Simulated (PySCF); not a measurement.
C3H8Si, charge +1, doublet, at a GFN2-xTB geometry (a state made from the parent by changing its charge; the spin is typed, not shown lowest). Base run: DF-BLYP/def2-SVP run with PySCF.

Here is a job for PySCF.
```python
from pyscf import gto, scf, dft

mol = gto.M(
    atom='''
C     1.05833802    0.47727651    0.97110393
C     0.96501957   -0.69868733    0.01191923
Si   -0.84211903   -0.37976868   -0.77270691
C    -0.31879072    0.99011582    0.58104385
H     1.86318259    1.16764572    0.73806192
H     1.13584709    0.18482051    2.01377110
H     1.68976193   -0.65965217   -0.79669617
H     0.94572194   -1.66504962    0.50831183
H    -1.87958013   -1.31092150   -0.34989867
H    -0.85038746    0.07979365   -2.15504985
H    -0.29912040    1.95664619    0.08499323
H    -1.04316039    0.95124873    1.39000123
''',
    basis='def2-svp',
    charge=1,
    spin=1,
    verbose=3,
)

mf = dft.UKS(mol)
mf.xc = 'blyp'
mf = mf.density_fit(auxbasis='def2-universal-jkfit')
mf.kernel()
mf.analyze()
```

Variants of this job, named by their change:

| change | E (Eh) | HOMO (eV) | <S^2> | core-seconds (rough) | outcome |
|---|---|---|---|---|---|
| base | -407.99954 | -12.11 | 0.752 | 20 | converged |
| functional = pbe | -407.76217 | -12.28 | 0.752 | 20 | converged |
| functional = b3lyp; dispersion = d3bjm | -408.12560 | -13.32 | 0.753 | 9 | converged |
| functional = wb97x_v | - | - | - | - | cut at the time limit |
| functional = wb97x | -408.04471 | -15.93 | 0.754 | 20 | converged |
| functional = tpssh | -408.12444 | -12.93 | 0.754 | 40 | converged |
| functional = b97m_v | - | - | - | - | cut at the time limit |
| functional = hf | -406.67322 | -16.84 | 0.767 | 2 | converged |
| functional = wb97m_v | - | - | - | - | cut at the time limit |
| functional = pw91,pw91 | -408.00616 | -12.34 | 0.752 | 20 | converged |
| functional = bp86 | -408.10524 | -12.36 | 0.752 | 20 | converged |
| functional = scan | -408.04456 | -12.69 | 0.755 | 40 | converged |
| functional = r2scan | -407.97921 | -12.66 | 0.755 | 30 | converged |

Total energies compare only within one method and basis.

Open shells are given as the SCF converged; they aren't shown to be the lowest states, and a large step between rows can be another state.
